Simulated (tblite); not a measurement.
C₅H₇OPS.
Structure used (GFN2-xTB), in Å, numbered top down from 1:
```xyz
15
C5H7OPS angstrom
C      3.3630   -0.1967   -0.1048
S      2.0008   -1.0654    0.7151
C      0.6670   -0.2374   -0.0470
O     -0.5472   -0.6298    0.3611
C     -1.5230    0.0525   -0.2703
C     -2.9234   -0.2827    0.1125
C     -1.0756    0.9687   -1.1651
P      0.6892    1.0066   -1.2466
H      3.3008    0.8637    0.1255
H      3.2950   -0.3547   -1.1780
H      4.2844   -0.6176    0.2843
H     -3.2798    0.3961    0.8876
H     -2.9605   -1.2973    0.5011
H     -3.5798   -0.1970   -0.7491
H     -1.7154    1.5990   -1.7540
```

Level: GFN2-xTB in tblite, geometry and Hessian alike; calculated harmonic values, unscaled, isolated species. The method is semi-empirical: single wavenumbers can be off by several per cent or more. One conformer, not necessarily the lowest. The optimisation stopped once no atom felt more than 0.01 eV/Å.

Lowest wavenumbers of the output (negative numbers stand for imaginary wavenumbers):
```
mode    cm-1
  1     -41.7
  2      59.1
  3     151.5
  4     153.2
  5     182.5
  6     226.6
  7     246.4
  8     350.6
  9     412.3
 10     441.6
```

Q: Is this structure a minimum?

A: Not by this Hessian. 1 mode is imaginary beyond 20i (42i cm⁻¹), so at this level the point lies at or near a first-order saddle. The curvature is small, so loose convergence or finite differences may be the whole cause.

Q: Which atoms move in the imaginary mode?

A: 42i: H14 (methyl hydrogen) 34 %, H12 (methyl hydrogen) 34 %, H13 (methyl hydrogen) 31 %. These are shares of the mass-weighted motion.

Q: What is the remedy?

A: Step along that mode in both directions, optimise again with tighter thresholds and repeat the frequencies. The zero-point energy of this point (67.7 kcal/mol) counts the 38 real modes alone, and thermal corrections from it aren't those of a minimum.
